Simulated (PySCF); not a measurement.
Bi(Cl)(Me)2 (C₂H₆BiCl), SMILES [CH3][Bi]([CH3])[Cl].

Geometry optimised at B3LYP-D3(BJ)/def2-SVP. The structure was generated by enumeration; whether it is a known compound was not checked. The def2 effective core potentials stand for the cores of Bi; spin–orbit coupling is left out.

All values below come from B3LYP-D3(BJ)/def2-SVP run with PySCF.

Frequencies are harmonic and unscaled.

| mode | ν (cm⁻¹) | IR (km/mol) | moving atoms (share of kinetic energy) |
|---|---|---|---|
| 1 | 62 | 0.0 | H 97 % |
| 2 | 87 | 0.1 | H 98 % |
| 3 | 121 | 1.0 | C 47 %, Cl 25 %, H 24 % |
| 4 | 130 | 0.9 | C 46 %, H 23 %, Cl 23 % |
| 5 | 156 | 0.9 | C 59 %, H 31 %, Bi 8 % |
| 6 | 316 | 31.7 | Cl 86 %, Bi 14 % |
| 7 | 460 | 20.8 | C 75 %, H 18 % |
| 8 | 461 | 12.5 | C 76 %, H 18 % |
| 9 | 697 | 5.7 | H 88 %, C 11 % |
| 10 | 722 | 0.0 | H 85 %, C 15 % |
| 11 | 726 | 14.4 | H 84 %, C 15 % |
| 12 | 800 | 16.6 | H 82 %, C 18 % |
| 13 | 1173 | 6.1 | H 83 %, C 17 % |
| 14 | 1187 | 0.9 | H 83 %, C 17 % |
| 15 | 1417 | 3.4 | H 94 % |
| 16 | 1426 | 4.4 | H 95 % |
| 17 | 1428 | 0.5 | H 94 % |
| 18 | 1440 | 10.9 | H 95 % |
| 19 | 3043 | 10.5 | H 98 % |
| 20 | 3043 | 8.9 | H 98 % |
| 21 | 3157 | 2.3 | H 90 %, C 10 % |
| 22 | 3158 | 7.3 | H 90 %, C 10 % |
| 23 | 3175 | 3.7 | H 90 %, C 10 % |
| 24 | 3176 | 1.6 | H 90 %, C 10 % |
